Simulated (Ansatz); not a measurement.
Z-matrix (Å, degrees):
```
C
N 1 1.442
H 1 1.098 2 110.9
H 1 1.098 2 110.9 3 -119.3
H 1 1.089 2 110.1 3 120.3
C 2 1.442 1 114.1 3 59.5
Ge 2 1.821 1 126.7 3 -120.6
H 6 1.094 2 110.5 1 180.0
H 6 1.098 2 111.4 1 60.1
H 6 1.098 2 111.4 1 -60.1
F 7 1.773 2 96.6 1 -0.0
```

The species carries charge 0 and has multiplicity 1.

Question: List the r2SCAN/def2-TZVPP orbital energies in eV (Ansatz 0.2.0). (Estimate.)

Answer: Computed: Occupied: -10834.32, -1349.34, -1199.42, -1199.39, -1199.35, -664.89, -385.81, -274.01, -273.74, -167.52, -117.31, -117.23, -117.08, -31.06, -30.54, -30.53, -30.42, -30.35, -28.95, -23.91, -18.73, -16.40, -13.42, -11.86, -11.82, -11.47, -10.09, -9.72, -9.45, -9.23, -9.06, -6.67, -6.03. Lowest empty: -2.12, -0.01, 1.21, 1.67, 2.67, 2.82, 3.10, 3.70.
